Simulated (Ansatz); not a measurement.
A structure relaxed at r2SCAN-D4/def2-SVP in Ansatz, charge 3, singlet:

```
atom    x (Å)    y (Å)    z (Å)
 In1   0.0004  -0.0001  -0.0002
  N2  -1.4312  -0.8866  -1.6224
  H3  -1.0766  -0.8190  -2.5863
  H4  -2.3578  -0.4404  -1.6667
  H5  -1.6429  -1.8872  -1.5064
  N6   1.4289   0.8663   1.6348
  H7   1.0245   0.8900   2.5812
  H8   1.7368   1.8349   1.4720
  H9   2.3081   0.3444   1.7542
 N10   0.9892   1.3723  -1.6140
 H11   1.8084   0.9606  -2.0819
 H12   1.3352   2.2737  -1.2572
 H13   0.3663   1.6361  -2.3899
 N14  -0.9804  -1.3536   1.6342
 H15  -0.3143  -1.7586   2.3065
 H16  -1.4936  -2.1685   1.2708
 H17  -1.6700  -0.8720   2.2276
 N18   1.5449  -1.6852  -0.4857
 H19   1.4114  -2.1284  -1.4052
 H20   1.5380  -2.4756   0.1736
 H21   2.5278  -1.3794  -0.4976
 N22  -1.5511   1.6869   0.4533
 H23  -1.3454   2.2420   1.2954
 H24  -2.5146   1.3562   0.6021
 H25  -1.6421   2.3912  -0.2919
```

**Question.** Give its formula, name or SMILES.

**Answer.** [In(NH3)6]3+ (InN₆H₁₈³⁺).

**Question.** Summarise the bond lengths by kind (pairs closer than 1.2 times the sum of covalent radii, bridged metal pairs left out).

**Answer.** 6 × In–N 2.34 Å; 18 × H–N 1.03 Å.

In the def2 sets In takes a core potential; there is no spin–orbit coupling.
